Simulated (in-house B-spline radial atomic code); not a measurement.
Relativistic effects in the magnesium ion Mg⁵⁺, [He] 2s2 2p3: non-relativistic Hartree-Fock (point nucleus) against Dirac-Hartree-Fock (Fermi nucleus of rms radius 3.057 fm), both averages of the configuration, computed with an all-electron radial atomic-structure program (B-spline basis).

```tsv
orbital	ε NR (Eh)	ε Dirac (Eh)	<r> NR (bohr)	<r> Dirac (bohr)	change of <r> (%)
1s1/2	-54.367	-54.466	0.1302	0.1298	-0.2
2s1/2	-7.8039	?	0.6285	?	?
2p1/2	-6.7445	-6.7558	0.5737	0.5724	-0.2
2p3/2	-6.7445	?	0.5737	?	?
```

Problem. What happens to 2p3/2?

Solution. Its energy goes to -6.7416 hartree and <r> to 0.5737 bohr (-0.00 %).

Problem. What happens to 2s1/2?

Solution. Its energy goes to -7.822 hartree and <r> to 0.627 bohr (-0.24 %).

Problem. What explains the pattern of contraction and expansion?

Solution. The s and p1/2 orbitals contract directly, as their density near the nucleus moves at relativistic speed. Nothing expands appreciably in this ion.

Problem. By how much does the total energy change?

Solution. By -0.31948 hartree, from -186.590 to -186.910.
